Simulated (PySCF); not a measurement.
Compound: C3H10NSi2 (doublet state).
Geometry (GFN2-xTB, Å), atoms numbered from 1 in this order:
```
atom  x, y, z in Å
C1     2.5229    0.0550   -0.1733
Si2    0.8302   -0.4530    0.5196
C3    -0.3531   -1.1588   -0.7072
C4    -1.7492   -0.7385   -0.5306
Si5   -1.7119    1.0565    0.1616
N6    -0.1757    0.9312    0.9202
H7     3.0743   -0.8212   -0.4966
H8     3.1197    0.5534    0.5840
H9     2.4328    0.7245   -1.0228
H10    1.0330   -1.2227    1.7652
H11   -0.0868   -1.7153   -1.5919
H12   -2.2209   -1.3258    0.2630
H13   -2.3501   -0.8708   -1.4295
H14   -2.7840    1.2977    1.1305
H15   -1.7545    2.0397   -0.9286
H16    0.1659    1.6569    1.5249
```

The hyperfine couplings belong to this conformer and change with its torsions.

The species is `C[Si@@H]1[CH]C[SiH2]N1` [radical].

Computed with PySCF 2.14.0, UKS B3LYP, pcH-1 on C H N Si, non-relativistic, mean-field spin-orbit, GIAO. The structure is a single GFN2-xTB conformer in the gas phase; no vibrational or solvent corrections. A GFN2-xTB geometry isn't a minimum of the functional, and hyperfine couplings can be far from their values at a DFT geometry. Stability of the SCF solution: not tested.

Predict the first-order ENDOR lines of C3, C4, C1, H12, H11, H10, H13, H15, Si5 and Si2 under fast tumbling at B = 333.5 mT (X band).

For S = 1/2 in fast tumbling each set of equivalent nuclei gives two lines, ν± = |νn ± a/2| to first order, with νn = g_N μN B/h and μN/h = 7.62259 MHz/T.

```
nuclei  isotope      g_N  νn (MHz)  a_iso (MHz)  lower line (MHz)  upper line (MHz)
    C3      13C   1.4048      3.57        76.99             34.92             42.06
    C4      13C   1.4048      3.57       -28.08             10.47             17.61
    C1      13C   1.4048      3.57         9.19              1.02              8.17
   H12       1H   5.5857     14.20       163.64             67.62             96.02
   H11       1H   5.5857     14.20       -56.60             14.10             42.50
   H10       1H   5.5857     14.20        34.86              3.23             31.63
   H13       1H   5.5857     14.20         7.93             10.24             18.16
   H15       1H   5.5857     14.20         5.62             11.39             17.01
   Si5     29Si  -1.1106      2.82       -61.33             27.84             33.49
   Si2     29Si  -1.1106      2.82        39.49             16.92             22.57
```

The rows for 13C and 29Si, of low natural abundance, apply to labelled samples.

Which pairs are centred on the nuclear Larmor frequency, and which on half the coupling?

Centred on νn, since |a| < 2νn: H13 and H15. Centred on |a|/2 and split by 2νn: C3, C4, C1, H12, H11, H10, Si5 and Si2.

Couplings of abundant isotopes left out: N6 (2.8 MHz) and H16 (-2.7 MHz).

The Mulliken spin populations are largest on C3 (+0.97), C4 (-0.07) and H12 (+0.07). C3 is the only atom above +0.15. The positive populations add up to 1.13 and the negative ones to -0.13, together 2S = 1. The angles at C3 add up to 359.4°, so it is planar; its axial dipolar tensor and the negative coupling of its proton fit spin in a p orbital normal to that plane.
